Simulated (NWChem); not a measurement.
System meant: C₂H₆Si₂; SMILES C1=C[SiH2][SiH2]1

Here is an NWChem input.

```
start job
memory heap 200 mb stack 900 mb global 1100 mb
geometry units angstroms noautoz
  C      0.678035     0.000000     1.289643
  C     -0.678035     0.000000     1.289643
  Si    -1.171221     0.000000    -0.536353
  Si     1.171221     0.000000    -0.536353
  H      1.278986     0.000000     2.209320
  H     -1.278986     0.000000     2.209320
  H     -1.921625     1.209529    -0.999661
  H     -1.921625    -1.209529    -0.999661
  H      1.921625    -1.209529    -0.999661
  H      1.921625     1.209529    -0.999661
end
basis spherical
  * library def2-svp
end
dft
  odft
  mult 2
  xc b3lyp
  iterations 150
  mulliken
end
task dft energy
```

End of the output:

```
 Summary of "ao basis" -> "" (spherical)
 ------------------------------------------------------------------------------
       Tag                 Description            Shells   Functions and Types
 ---------------- ------------------------------  ------  ---------------------
 *                          def2-svp                  on all atoms

                                 NWChem DFT Module
                                 -----------------

 Summary of "ao basis" -> "ao basis" (spherical)
 ------------------------------------------------------------------------------
       Tag                 Description            Shells   Functions and Types
 ---------------- ------------------------------  ------  ---------------------
 C                          def2-svp                 6       14   3s2p1d
 Si                         def2-svp                 8       18   4s3p1d
 H                          def2-svp                 3        5   2s1p

 Summary of "ao basis" -> "ao basis" (spherical)
 ------------------------------------------------------------------------------
       Tag                 Description            Shells   Functions and Types
 ---------------- ------------------------------  ------  ---------------------
 C                          def2-svp                 6       14   3s2p1d
 Si                         def2-svp                 8       18   4s3p1d
 H                          def2-svp                 3        5   2s1p

      Symmetry analysis of basis
      --------------------------

        a1         32
        a2         15
        b1         32
        b2         15

  number of electrons :                   46
  multiplicity        :                    2
 ------------------------------------------------------------------------
  no. of electrons and multiplicity not compatible                  46
 ------------------------------------------------------------------------
 ------------------------------------------------------------------------
  current input line :
    25: task dft energy
 ------------------------------------------------------------------------
 ------------------------------------------------------------------------
 There is an error in the input file
 ------------------------------------------------------------------------
 For more information see the NWChem manual at https://nwchemgit.github.io

0: no. of electrons and multiplicity not compatible:Received an Error in Communication
```

Task: Find the fault in this run and fix the input.

Result: The input was rejected before any calculation. Cause: the multiplicity doesn't fit the number of electrons (an even count wants an odd multiplicity, and the reverse). This input runs:
```
start job
memory heap 200 mb stack 900 mb global 1100 mb
geometry units angstroms noautoz
  C      0.678035     0.000000     1.289643
  C     -0.678035     0.000000     1.289643
  Si    -1.171221     0.000000    -0.536353
  Si     1.171221     0.000000    -0.536353
  H      1.278986     0.000000     2.209320
  H     -1.278986     0.000000     2.209320
  H     -1.921625     1.209529    -0.999661
  H     -1.921625    -1.209529    -0.999661
  H      1.921625    -1.209529    -0.999661
  H      1.921625     1.209529    -0.999661
end
basis spherical
  * library def2-svp
end
dft
  xc b3lyp
  iterations 150
  mulliken
end
task dft energy
```
It converges to -658.55771 Ha (B3LYP/def2-SVP).
